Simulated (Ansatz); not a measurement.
```xyz
8

B     0.140   -1.252    0.649
N     0.014   -0.404   -0.457
Ga   -0.143    1.442   -0.375
H     0.236   -2.439    0.498
H     0.149   -0.771    1.750
H     0.009   -0.837   -1.370
H    -0.131    2.072    1.048
H    -0.274    2.188   -1.743
```

The species carries charge 0 and has multiplicity 1.

Q: List the r2SCAN/def2-TZVPP orbital energies in eV (Ansatz 0.2.0). (Estimate.)

A: Ansatz gave: Occupied: -10122.39, -1244.59, -1101.04, -1100.91, -1100.91, -385.21, -179.91, -148.18, -101.17, -100.83, -100.82, -22.37, -20.72, -20.61, -20.59, -20.48, -20.23, -13.11, -12.27, -10.27, -8.97, -7.93, -7.74, -7.34. Lowest empty: -1.98, -0.37, 0.24, 0.90, 2.20, 2.80, 3.05, 3.45.
